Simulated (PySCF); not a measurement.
System: tribromo(chloro)silane, sum formula SiBr₃Cl (charge 0, singlet). SMILES: Cl[Si](Br)(Br)Br
Geometry from a B3LYP-D3(BJ)/def2-TZVP (Ansatz) optimisation:
```xyz
5

Cl    -0.2971    -1.3066     1.9245
Si    -0.0388    -0.1708     0.2515
Br    -1.6666    -0.5981    -1.1758
Br     1.9057    -0.6630    -0.6683
Br    -0.0792     1.9641     0.8088
```
Charge 0, spin multiplicity 1.

Dispersion corrections to the total energy (kcal/mol) from the dftd3 and dftd4 libraries through PySCF: D3(BJ) without and D4 with the three-body term, each with the damping fitted for the functional named.

```
functional  D3(BJ)      D4
----------  ------  ------
revPBE      -13.70     ___
LC-wPBE        ___   -8.26
B2PLYP       -7.04   -5.00
HF          -41.99  -20.59
B2GP-PLYP    -8.54     ___
B3LYP       -12.79  -11.98
TPSSh        -8.14   -8.67
```

Task: Complete the blanks.

Result: 
- revPBE, D4: -15.78
- LC-wPBE, D3(BJ): -7.42
- B2GP-PLYP, D4: -3.15
